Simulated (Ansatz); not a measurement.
A run on `[OH][In-]([OH])([OH])[SeH2+]` with other settings.

```yaml
crystal:
  periodic: [false, false, false]
  atoms:
    - {symbol: O, position_ang: [-1.539101, 1.326165, 0.277042]}
    - {symbol: In, position_ang: [-0.543456, -0.387090, 0.046632]}
    - {symbol: O, position_ang: [0.137057, -0.822568, -1.782691]}
    - {symbol: O, position_ang: [-0.776116, -1.836714, 1.386190]}
    - {symbol: Se, position_ang: [1.998400, 0.797396, 0.753101]}
    - {symbol: H, position_ang: [-2.180974, 1.278604, 0.989335]}
    - {symbol: H, position_ang: [-0.314029, -0.312685, -2.459801]}
    - {symbol: H, position_ang: [-0.547257, -2.694997, 1.021706]}
    - {symbol: H, position_ang: [1.385564, 2.089829, 0.415543]}
    - {symbol: H, position_ang: [2.379922, 0.562060, -0.647056]}
basis:
  gaussian: {orbitals: STO-3G}
hamiltonian: {xc: {name: SVWN5}}
output: {forces: true}
```

```sh
$ ansatz run in.yaml --threads 4 --pin off --events-out ev --progress --plain --max-ram 11315MiB
```

Output, abridged:

```
Functional definition: SVWN5
839 factors; integrals over basis functions are off by at most 5.4e-5 eV
mean field evaluation 1: about -225149.0341 eV, gradient 4.2e1 eV
mean field evaluation 2: about -225058.6130 eV, gradient 1.4e2 eV
mean field evaluation 4: about -225155.3201 eV, gradient 1.1e1 eV
mean field evaluation 8: about -225155.8562 eV, gradient 1.1e-1 eV
mean field evaluation 16: about -225155.7471 eV, gradient 2.5e-5 eV
mean field -225155.74709019 eV, -8274.3210895177 hartree, gradient 2.7e-5 eV, S^2 0.000000; 0 other end points of the search recorded, 0 dependent functions left out
reference -225155.74711610 eV, -8274.3210904697 hartree; 56, 56 occupied and 9, 9 virtual orbitals, 839 factors
Total energy: -225155.74711610 eV, -8274.3210904697 hartree
Atom 0 at    -1.539101     1.326165     0.277042 Å, force     3.708156    -0.933122    -3.374876 eV/Å
Atom 1 at    -0.543456    -0.387090     0.046632 Å, force    -1.459903    -0.659479    -0.357471 eV/Å
Atom 2 at     0.137057    -0.822568    -1.782691 Å, force     1.746105    -1.928034     4.326069 eV/Å
Atom 3 at    -0.776116    -1.836714     1.386190 Å, force    -0.782082     5.048398     0.677850 eV/Å
Atom 4 at     1.998400     0.797396     0.753101 Å, force     0.101564    -0.046833     0.166686 eV/Å
Atom 5 at    -2.180974     1.278604     0.989335 Å, force    -2.333665    -0.726653     2.943058 eV/Å
Atom 6 at    -0.314029    -0.312685    -2.459801 Å, force    -2.077456     2.316200    -2.260579 eV/Å
Atom 7 at    -0.547257    -2.694997     1.021706 Å, force     1.088593    -3.183009    -1.930487 eV/Å
Atom 8 at     1.385564     2.089829     0.415543 Å, force    -0.000431     0.086144    -0.063368 eV/Å
Atom 9 at     2.379922     0.562060    -0.647056 Å, force     0.009119     0.026387    -0.126882 eV/Å
Dipole moment:     0.398764     0.370099    -0.157214 e Å
```

Run time 1 s (4 threads of an Arm Neoverse V1 on a shared host); peak host memory 0.56 GiB.
